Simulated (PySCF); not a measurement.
Si(F)(OH)2(NH2) (FH₄NO₂Si), SMILES [Si](O)(O)(N)F.

The structure is a stationary point at B3LYP-D3(BJ)/def2-SVP. This is a generated structure with no PubChem entry under its InChIKey; it may be hypothetical. One conformer was computed; it need not be the lowest.

Two levels are set side by side: TDDFT-PBE/def2-SVPD (PySCF) and TDDFT-ωB97X/def2-SVPD (PySCF). Vertical, same geometry. The lowest singlet is HOMO→LUMO 100 % with PBE and HOMO→LUMO 75 %, HOMO→LUMO+2 18 % with the other functional; states are paired by order. Differences are taken from unrounded values.

| quantity | TDDFT-PBE |
|---|---|
| lowest singlet excitation (eV) | 5.85 |
| lowest triplet excitation (TDA) (eV) | 5.66 |
| first bright state (f over 0.05) (eV) | 7.49 |
| its oscillator strength | 0.05 |

Problem. These are the TDDFT-PBE values. What does TDDFT-ωB97X give? (An estimate is asked for; the answer gives what the named calculation found.)

Solution. 
| quantity | TDDFT-ωB97X | TDDFT-PBE minus TDDFT-ωB97X |
|---|---|---|
| lowest singlet excitation (eV) | 7.44 | -1.59 |
| lowest triplet excitation (TDA) (eV) | 7.17 | -1.50 |
| first bright state (f over 0.05) (eV) | 7.44 | 0.05 |
| its oscillator strength | 0.07 | -0.01 |

A lower first singlet is the usual sign of a functional without exact exchange. Differences between two approximate levels are no errors against the true value.

Rough cost on one machine, each run with all the roots and properties that it gave: TDDFT-ωB97X against TDDFT-PBE about 9 times.
